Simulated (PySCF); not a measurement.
C₂H₁₄Si₄, SMILES C([SiH3])[SiH2][SiH2]C[SiH3]. Atoms are numbered in the order given.

```xyz
20

Si     3.6703     1.1331    -0.3706
C      2.3799    -0.0053     0.3918
Si     0.6286     0.2305    -0.2764
Si    -0.8614    -1.2684     0.7499
C     -2.5599    -1.2774    -0.0763
Si    -3.3750     0.4130    -0.2158
H      3.7472     0.9093    -1.8472
H      3.3056     2.5628    -0.1279
H      5.0238     0.8835     0.2168
H      2.6844    -1.0529     0.2257
H      2.3651     0.1539     1.4838
H      0.1849     1.6411    -0.0366
H      0.6162     0.0065    -1.7590
H     -1.0050    -0.8868     2.1926
H     -0.2573    -2.6409     0.7112
H     -2.4536    -1.6970    -1.0914
H     -3.2238    -1.9565     0.4856
H     -3.4572     1.0672     1.1266
H     -4.7570     0.3002    -0.7760
H     -2.5679     1.2921    -1.1173
```

Geometry optimised at PBE0-D3(BJ)/def2-SVP. The structure was generated by enumeration, and PubChem lists no compound with its InChIKey, so it may never have been made. Other conformers were not sampled.

The numbers are results of PBE0-D3(BJ)/def2-SVP in PySCF, not measurements.

Frequencies are harmonic and unscaled.

```csv
mode,ν (cm⁻¹),IR (km/mol),moving atoms (share of kinetic energy)
1,31,0.1,"Si 64 %, H 29 %"
2,34,0.3,"Si 55 %, H 35 %, C 9 %"
3,48,0.5,"H 41 %, Si 39 %, C 20 %"
4,69,0.7,"Si 46 %, H 38 %, C 16 %"
5,125,0.5,"Si 45 %, H 44 %, C 11 %"
6,130,0.1,"H 74 %, C 16 %, Si 10 %"
7,145,0.4,"H 74 %, C 16 %, Si 10 %"
8,171,0.3,"Si 63 %, H 21 %, C 16 %"
9,218,0.4,"Si 45 %, H 28 %, C 27 %"
10,346,10.3,H 92 %
11,432,0.8,"Si 61 %, H 36 %"
12,447,0.1,"H 77 %, Si 20 %"
13,483,1.8,"H 85 %, Si 11 %"
14,527,0.3,"H 81 %, Si 18 %"
15,556,1.7,"H 50 %, Si 33 %, C 16 %"
16,561,1.4,"H 52 %, Si 34 %, C 14 %"
17,606,9.8,H 91 %
18,649,87.1,"H 77 %, C 12 %, Si 11 %"
19,687,25.6,"H 81 %, Si 11 %, C 8 %"
20,709,36.6,"H 57 %, C 27 %, Si 16 %"
21,757,318.4,"H 41 %, C 35 %, Si 24 %"
22,765,14.5,"C 41 %, H 36 %, Si 22 %"
23,780,125.2,"H 60 %, C 29 %, Si 11 %"
24,805,118.3,"H 69 %, C 22 %, Si 9 %"
25,833,67.2,"H 70 %, C 24 %"
26,850,62.6,"H 76 %, Si 13 %, C 11 %"
27,919,59.9,H 94 %
28,923,192.7,H 94 %
29,936,115.6,H 93 %
30,938,146.4,H 93 %
31,944,122.2,H 97 %
32,946,1.0,H 96 %
33,949,27.8,H 98 %
34,950,51.2,H 97 %
35,1018,13.0,H 96 %
36,1028,2.8,H 97 %
37,1072,31.4,"H 61 %, C 37 %"
38,1076,135.6,"H 61 %, C 36 %"
39,1373,6.7,H 92 %
40,1374,9.9,H 92 %
41,2197,109.2,H 97 %
42,2202,7.6,H 97 %
43,2203,60.9,H 97 %
44,2212,94.2,H 96 %
45,2222,170.3,H 97 %
46,2226,45.8,H 98 %
47,2229,84.5,H 96 %
48,2229,75.4,H 97 %
49,2230,148.6,H 96 %
50,2232,171.4,H 96 %
51,3069,0.2,H 95 %
52,3069,0.4,H 95 %
53,3136,0.0,"H 91 %, C 9 %"
54,3138,0.1,"H 91 %, C 9 %"
```
